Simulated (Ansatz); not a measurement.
`[SiH3]C[SiH2][SeH]` + H₂ → `[SiH3][SeH]` + `C[SiH3]`  (hydrogenolysis of the Si–C bond)

Isolated molecules relaxed with PBE0-D4/def2-TZVP in Ansatz; ΔE leaves out vibrations. CCSD(T)/CBS adds triple-zeta CCSD(T) − MP2 to the extrapolated MP2 energy (def2 sets, frozen cores). This one scheme is used for every species. DFT in def2-TZVPP. For Se outer-core shells are correlated without core-valence functions, which leaves a few kJ/mol of doubt a bond. Scalar relativity is left out up to krypton. One conformer a species, not always the lowest.

Question: Is it downhill or uphill in electronic energy at CCSD(T)/CBS, and by how much? (Estimate.)

Answer: Computed: Downhill: ΔE = -2.2 kcal/mol.

Question: What do these levels give: LDA (SPW92), B97M-V, r2SCAN0-D4, CAM-B3LYP-D4, r2SCAN0, MP2/def2-QZVPP? (Estimate.)

Answer: Computed: LDA (SPW92) -2.1, B97M-V -4.3, r2SCAN0-D4 -2.9, CAM-B3LYP-D4 -4.4, r2SCAN0 -3.8, MP2/def2-QZVPP -0.6 kcal/mol.

Largest T1 diagnostic among the species: 0.010.

The D4 term adds +4.4 kcal/mol with B3LYP and +2.4 kcal/mol with PBE0; it sums over pairs of atoms, weighted by their polarisabilities, and B3LYP, whose exchange is more repulsive, gets the larger term. Leaving LDA and LC-ωPBE aside and taking each functional with its dispersion term where it has one, the values, not all of them listed here, spread over 4.4 kcal/mol, from B2PLYP to revPBE-D4. LDA lies +2.6 kcal/mol from PBE without D4. At CCSD(T), def2-SVP lies −3.6 kcal/mol from the extrapolated value and def2-TZVPP −0.8 kcal/mol.

B3LYP here is the variant with VWN-RPA as its local correlation; programs differ in this.
